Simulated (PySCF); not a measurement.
# GaBi from Hartree–Fock to correlated methods

State: ³Σ⁻ (triplet), unpaired electrons π ↑↑. Set-up: PySCF, scalar-relativistic core potentials, basis sets Ga cc-pVDZ-PP with ECP10, Bi cc-pVDZ-PP with ECP60. De refers to Ga + Bi in their high-spin ground configurations, without counterpoise correction. The functionals are run spin-unrestricted. A positive dipole means Ga(−)Bi(+).

```csv
Level,Re (Å),ωe (cm⁻¹),De (eV),μ (D),"CPU s a point (SCF and correlation, without the integrals)"
UHF,2.915,140,0.466,-1.74,0.094
UHF-MP2,2.859,166,1.19,n/a,0.17
UHF-SCS-MP2,2.876,163,1.13,n/a,n/a
UHF-CCSD,2.889,152,1.16,n/a,n/a
UHF-CCSD(T),2.890,152,1.24,n/a,6.5
PBE,2.889,151,1.81,-1.06,0.62
r²SCAN,2.859,155,1.62,-1.08,0.86
M06-L,2.903,148,2.07,-1.11,0.79
r²SCANh,2.852,157,1.57,-1.15,0.89
PBE0,2.859,157,1.64,-1.22,1
BHandHLYP,2.868,155,1.51,-1.47,0.53
CAM-B3LYP,2.850,158,1.59,-1.41,1.2
```

**Question.** Which functional lies closest to UHF-CCSD(T) in De, which farthest, and by how much do they differ from it?

**Answer.** Closest is BHandHLYP (-2.2 pm in Re, +2.0 % in ωe, +0.27 eV in De against UHF-CCSD(T) in the same basis), farthest M06-L (+1.3 pm in Re, -2.6 % in ωe, +0.83 eV in De). CCSD(T) converges more slowly with the basis than the functionals do and binds too weakly in this one, so the order can change at the basis-set limit.

**Question.** What does a quarter of exact exchange do here, going from PBE to PBE0?

**Answer.** PBE0 less PBE: -3.0 pm in Re, +4.0 % in ωe, -0.17 eV in De. Exact exchange removes part of the self-interaction that spreads semilocal densities, and in most molecules shortens and stiffens the bond and lowers De; so it does here.

**Question.** What does the step from GGA to meta-GGA do here, going from PBE to r²SCAN?

**Answer.** r²SCAN less PBE: -3.0 pm in Re, +2.6 % in ωe, -0.19 eV in De. 

Correlated steps freeze 8 core orbitals. Correlated levels converge slowly with the basis: in double zeta they bind strong bonds too weakly, by up to about 1 eV, and carry superposition errors of some tenths. Spin–orbit coupling is left out, which matters for elements this heavy, above all for dissociation energies. The state is the lowest determinant that a PBE0 search found; another state may lie lower at other levels.

The whole job (state search and all levels along the bond) took about 2.7 min on 1 thread of Arm Neoverse V2 (shared host), peak memory 0.51 GiB.
